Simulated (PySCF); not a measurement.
**HCoO: breathing scan**

Method: PySCF, UPBE0, basis Co def2-TZVP, O def2-TZVP, H def2-TZVP (no relativity, density fitting).

Rigid scan from the quintet minimum (Co–H 1.596 Å, Co–O 1.628 Å; H–Co–O 157.7°). Coordinate: all bonds to the central atom scaled together. Energies in kJ/mol from the minimum.

```tsv
scale of all bonds to the centre	E (kJ/mol)	dipole size (D)	⟨S²⟩
0.88	129.6	1.26	6.02
0.92	50.0	1.41	6.02
0.96	10.8	1.53	6.02
1.00	0.0	1.59	6.03
1.04	7.8	1.60	6.03
1.08	25.6	1.58	6.03
1.14	62.8	1.62	6.03
1.22	125.6	1.74	6.03
1.35	242.9	1.97	6.04
```

Other spin states or occupations of the open shell can lie lower.

The scan took 12 s on 2 threads of a shared AMD EPYC 9R45 96-Core (Zen 5) host; the process peaked at 0.85 GiB. Launch command: `OMP_NUM_THREADS=2 python axn.py task.json out`.
